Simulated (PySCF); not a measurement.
Two-dimensional NMR puzzle

Compound of formula C$_{6}$H$_{9}$NO$_{2}$Si. Correlations simulated from computed shifts and the bond graph:

HSQC (one-bond C–H):
```csv
δH,δC
6.08,137.1
6.01,137.1
3.94,52.8
2.24,23.6
```

COSY cross peaks (H two or three bonds apart, from the bond graph; peaks can be absent where the dihedral angle is near 90°):
```csv
δH,δH
6.08,6.01
4.46,2.24
```

HMBC (two and three bonds, from the bond graph):
```csv
δH,δC
6.08,"126.7, 123.6, 23.6"
6.01,"126.7, 123.6, 23.6"
4.46,"187.5, 126.7, 23.6"
3.94,187.5
2.24,"187.5, 137.1, 126.7, 123.6"
```

Carbons without hydrogens: δ 187.5, 126.7, 123.6.

Computed data (PySCF 2.14): shieldings: GIAO PBE0/pcSseg-1, GFN2-xTB structure. Rapidly exchanging positions averaged, non-relativistic Hamiltonian, one conformer, gas phase.

δ = σ(ref) − σ, references computed at the same level: TMS for 1H (σref 31.72), 13C (σref 186.93).

Exchangeable hydrogens are left out of these lists.

Q: Work out the connectivity.

A: SMILES COC([SiH2]CC(=C)C#N)=O.

Structure with atom numbers: `[CH2:1]=[C:2]([C:3]#[N:4])[CH2:5][SiH2:6][C:7](=[O:8])[O:9][CH3:10]`. Each H is labelled by its parent atom. Ha(C1) is cis to C3; Hb(C1) is trans to C3.

δC 187.5 is C7, a carbonyl carbon. δC 137.1 is C1, a terminal =CH2 carbon (δH 6.08, 6.01). δC 126.7 is C2, a fully substituted alkene carbon. δC 123.6 is C3, a nitrile carbon. δC 52.8 is C10, a methyl carbon bonded to O (δH 3.94). δC 23.6 is C5, an allylic sp3 CH2 bonded to Si (δH 2.24). HMBC from δH 6.08 reaches the proton-free carbons C2, C3. HMBC from δH 6.01 reaches the proton-free carbons C2, C3. HMBC from δH 4.46 reaches the proton-free carbons C7, C2. HMBC from δH 3.94 reaches the proton-free carbon C7. COSY links 6.08–6.01, 4.46–2.24.

The shifts were computed for this structure.

Shifts are as computed. Against solution values, carbons near 30 ppm lie about +3 ppm off and those near 130 ppm about +5 ppm. Of 1211 compounds with measured shifts, 218 miss one by over three times the rms of a fit or turn the order of signals round; such compounds aren't used in these exercises.
